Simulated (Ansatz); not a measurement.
CH$_{6}$BISi$_{2}$, SMILES `[SiH3]C1(I)B[SiH2]1`. Charge 0, multiplicity 1. I takes the def2 core potential. The structure was optimised at the PBE0-D4/def2-TZVP level.

```xyz
11

Si   -0.635   -0.503   -1.280
C     0.579    0.358   -0.119
I     1.610    1.800   -1.318
B     1.247   -0.512    0.896
Si   -0.351    0.396    1.556
H    -1.580    0.501   -1.823
H    -1.387   -1.557   -0.548
H     0.127   -1.135   -2.384
H     2.325   -0.939    1.140
H    -0.156    1.556    2.461
H    -1.780    0.036    1.418
```

What is the dipole moment at PBE/def2-TZVPP? (Estimate.)

Computed: 1.14 D, with components (-0.77, -0.44, 0.70) D in this frame, pointing from negative to positive charge.

And with r2SCAN, B3LYP, ωB97M-V? (An estimate is asked.)

The calculation gave: r2SCAN 1.29 D, B3LYP 1.29 D, ωB97M-V 1.22 D.

Give the Mulliken charges with PBE, r2SCAN, B3LYP in def2-TZVPP. (Estimate.)

The calculation gave: 
```
atom    PBE  r2SCAN  B3LYP
 Si1   0.12    0.24   0.20
  C2   0.02   -0.06  -0.07
  I3  -0.05   -0.08  -0.05
  B4  -0.05   -0.06  -0.04
 Si5   0.06    0.16   0.10
  H6  -0.02   -0.04  -0.04
  H7  -0.03   -0.05  -0.05
  H8  -0.03   -0.04  -0.04
  H9   0.05    0.04   0.07
 H10  -0.04   -0.06  -0.05
 H11  -0.02   -0.04  -0.04
```

B3LYP here is the variant with VWN-RPA as its local correlation; programs differ in this.
